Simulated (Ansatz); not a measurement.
The inner images of a band of ClGeH3OSn (7 atoms, charge 0, multiplicity 1) are given out of order.

Method: RKS PBE-D4/def2-SVP (Ansatz 0.2.0).

Initial state:

```xyz
7
Properties=species:S:1:pos:R:3
Cl -2.702 -1.192 0.700
Sn -0.436 -1.184 -0.062
O -0.185 0.715 -1.083
Ge 0.912 0.974 0.303
H -0.418 -2.320 -1.374
H 0.451 1.913 1.452
H 2.440 1.026 0.019
```

Final state:

```xyz
7
Properties=species:S:1:pos:R:3
Cl -2.310 -0.991 1.005
Sn -0.087 -1.179 0.075
O -0.038 1.077 -0.388
Ge 1.426 0.903 0.975
H -0.492 -1.710 -1.554
H -0.848 1.403 0.061
H 2.410 0.430 -0.220
```

Question: Put them in order from the first end to the last, with their energies above the first end.
A.
```xyz
7
Properties=species:S:1:pos:R:3
Cl -2.553 -1.243 0.911
Sn -0.309 -1.118 0.056
O -0.122 1.084 -0.519
Ge 1.374 0.826 0.910
H -0.449 -1.938 -1.494
H -0.477 1.654 0.201
H 2.598 0.668 -0.112
```
B.
```xyz
7
Properties=species:S:1:pos:R:3
Cl -2.633 -1.263 0.868
Sn -0.433 -1.052 -0.022
O -0.211 0.884 -0.795
Ge 1.174 0.819 0.721
H -0.341 -2.019 -1.448
H -0.099 1.755 0.576
H 2.603 0.807 0.054
```
C.
```xyz
7
Properties=species:S:1:pos:R:3
Cl -2.638 -1.266 0.886
Sn -0.460 -1.073 -0.052
O -0.167 0.789 -0.884
Ge 1.091 0.824 0.568
H -0.357 -2.052 -1.456
H 0.007 1.868 0.816
H 2.586 0.841 0.076
```
D.
```xyz
7
Properties=species:S:1:pos:R:3
Cl -2.443 -1.183 0.949
Sn -0.194 -1.151 0.082
O -0.035 1.103 -0.428
Ge 1.425 0.870 0.961
H -0.499 -1.832 -1.514
H -0.707 1.596 0.087
H 2.514 0.530 -0.183
```
E.
```xyz
7
Properties=species:S:1:pos:R:3
Cl -2.644 -1.265 0.891
Sn -0.465 -1.122 -0.066
O -0.138 0.730 -0.987
Ge 1.011 0.867 0.422
H -0.392 -2.100 -1.473
H 0.142 1.948 1.057
H 2.548 0.875 0.109
```
F.
```xyz
7
Properties=species:S:1:pos:R:3
Cl -2.614 -1.260 0.889
Sn -0.396 -1.077 0.013
O -0.219 1.036 -0.625
Ge 1.275 0.808 0.821
H -0.380 -1.998 -1.468
H -0.221 1.654 0.337
H 2.615 0.768 -0.014
```
G.
```xyz
7
Properties=species:S:1:pos:R:3
Cl -2.649 -1.248 0.848
Sn -0.441 -1.174 -0.071
O -0.134 0.700 -1.088
Ge 0.936 0.942 0.322
H -0.444 -2.193 -1.466
H 0.310 1.975 1.281
H 2.484 0.929 0.129
```

Answer: G (+6.1 kJ/mol), E (+44.9 kJ/mol), C (+117.5 kJ/mol), B (+164.0 kJ/mol), F (+62.3 kJ/mol), A (-37.9 kJ/mol), D (-75.1 kJ/mol).

The run took 2.2 min on 2 threads of Arm Neoverse V2 (shared host), peak memory 0.15 GiB.
